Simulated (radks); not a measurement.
Values are calculated unless marked as measured or tabulated.
Valence configurations of Sr II (all share [Kr]). Code: a radial shooting solver on a logarithmic mesh with Libxc functionals. Model: Dirac Kohn-Sham, PBE, spin-unpolarised, spherical densities, point nucleus; open shells fill j = l - 1/2 first. Energies are relative to 5s1; eigenvalues in eV.

valence,E (eV),e(4d3/2),e(5p1/2),e(5s1/2)
5s1,0.000,-,-,-8.347
4d0.5 5s0.5,0.815,-6.158,-,-7.895
4d1,1.731,-5.585,-,-
4d0.5 5p0.5,2.190,-6.589,-5.468,-
5p1,2.863,-,-6.094,-

NIST lists [Kr] 5s1 as the ground configuration; this level of theory agrees among the configurations tried. The energies are those of spherical spin-averaged densities, not of single terms.
